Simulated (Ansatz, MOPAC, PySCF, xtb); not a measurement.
Pair of molecules: C2H2 (SMILES C#C) (first 4 atoms) with H2S (SMILES S); geometry from B3LYP-D3(BJ)/def2-TZVP, rigid monomers moved along the line of their centres of mass till C2···H7 is 3.04 Å.
(charge 0, multiplicity 1):
```xyz
7

C     -0.51234     0.75208     0.16927
C     -0.53788    -0.43811     0.04183
H     -0.48874     1.80894     0.28204
H     -0.55902    -1.49514    -0.06996
S      1.13285    -0.40140     4.06392
H     -0.12091    -0.41682     4.54375
H      0.71070    -0.20389     2.80291
```

Monomers are frozen at their geometry in the pair; levels with a basis set take the counterpoise correction.

Cores are frozen in the correlated methods. The state that PM6 reach isn't checked.

The values were computed with Ansatz (a quantum-chemistry and plane-wave program) with Gaussian orbitals; MOPAC for PM6 (differences of heats of formation); PySCF for the dispersion terms; xtb for the GFN methods. 

```json
[
 {"level": "PM6", "interaction energy (meV)": "-25.1"},
 {"level": "GFN2-xTB", "interaction energy (meV)": "-54.2"},
 {"level": "HF/aug-cc-pV(T+d)Z", "interaction energy (meV)": "-22.9"},
 {"level": "PBE-D3(BJ)/def2-TZVPPD", "interaction energy (meV)": "-75.8"},
 {"level": "B3LYP-D4/def2-TZVPPD", "interaction energy (meV)": "-62.5"},
 {"level": "PBE0/def2-TZVPPD", "interaction energy (meV)": "-48.6"},
 {"level": "PBE0-D3(BJ)/def2-TZVPPD", "interaction energy (meV)": "-73.2"},
 {"level": "MP2/aug-cc-pV(T+d)Z", "interaction energy (meV)": "?"},
 {"level": "SCS-MP2/aug-cc-pV(D+d)Z", "interaction energy (meV)": "-49.2"}
]
```

### Question
Complete the blanks.

### Answer

- MP2/aug-cc-pV(T+d)Z, interaction energy (meV): -65.7
